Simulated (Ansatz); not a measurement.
Basis-set extrapolation for C$_{2}$H$_{9}$NOSi (`CN([SiH3])CO`) (PBE0-D4/def2-TZVP geometry, frozen core, the Gaussian-basis code of Ansatz). Multiplicity 1, RHF reference.

|  | def2-TZVPP | def2-QZVPP |
| --- | --- | --- |
| HF | -499.319096 | -499.338563 |
| MP2 correlation | -0.931311 | -0.997044 |
| CCSD(T) correlation | -1.017352 | not run |

Energies in hartree. Use E(X) = E(∞) + A·exp(−7.88·√X) for Hartree–Fock and E(X) = E(∞) + B·X^(−2.97) for correlation, with X = 3 and 4, and add CCSD(T) minus MP2 of the smaller set to the MP2 limit.

Problem. What is the CCSD(T) energy at the basis-set limit?

Solution. HF limit: -499.338563 + (-0.019467) × 0.13774 = -499.34124. MP2 limit: -0.997044 + (-0.065733) × 0.74074 = -1.04574. Higher-order term: -1.017352 − (-0.931311) = -0.08604. Total: -500.47302 hartree, 85.7 kcal/mol below CCSD(T)/def2-TZVPP.
